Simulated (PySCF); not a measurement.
PySCF job for C₄H₄ClF, SMILES C=C(Cl)/C=C\F, PBE/pcSseg-1. The structure is a stationary point at B3LYP-D3(BJ)/def2-SVP. The structure was generated by enumeration; whether it is a known compound was not checked. Other conformers were not sampled.

```python
import numpy as np
from pyscf import gto, scf, dft
from pyscf.prop.nmr import rks as nmr

mol = gto.M(
    atom='''
    C     1.10481906   -1.98453649   -0.00000000
    C     0.46704660   -0.80204546    0.00000000
    Cl   -1.28692218   -0.78288873   -0.00000000
    C     1.17047517    0.47585610    0.00000000
    C     0.70549877    1.73316728    0.00000000
    F    -0.57720096    2.08011904    0.00000000
    H     0.55660242   -2.92687680    0.00000000
    H     2.19669873   -2.01500880   -0.00000000
    H     2.26076968    0.39395893   -0.00000001
    H     1.37137723    2.60131516   -0.00000000
    ''',
    basis='pcSseg-1',
    charge=0,
    spin=0,
    max_memory=1600,
    verbose=3,
)
mf = dft.RKS(mol, xc='pbe')
mf.grids.level = 3
mf.conv_tol = 1e-10
mf.max_cycle = 100
mf.kernel()
n = nmr.NMR(mf)
n.verbose = 2
n.max_cycle_cphf = 60
sigma = n.kernel()
print('atom   isotropic/ppm   span/ppm')
for i, s in enumerate(sigma):
    w = np.linalg.eigvalsh((s + s.T) / 2)
    print(f'{mol.atom_symbol(i):2s}{i + 1:3d} {w.mean():14.3f} {w[2] - w[0]:11.3f}')
```

Program output:

```
converged SCF energy = -714.302602352371
atom   isotropic/ppm   span/ppm
C   1         60.520     165.396
C   2         31.993     175.116
Cl  3        652.272     535.195
C   4         65.469     155.426
C   5         22.895     124.505
F   6        253.955     320.847
H   7         25.981       7.834
H   8         25.867       6.954
H   9         26.051       4.767
H  10         24.680       5.232
```

The run converged.
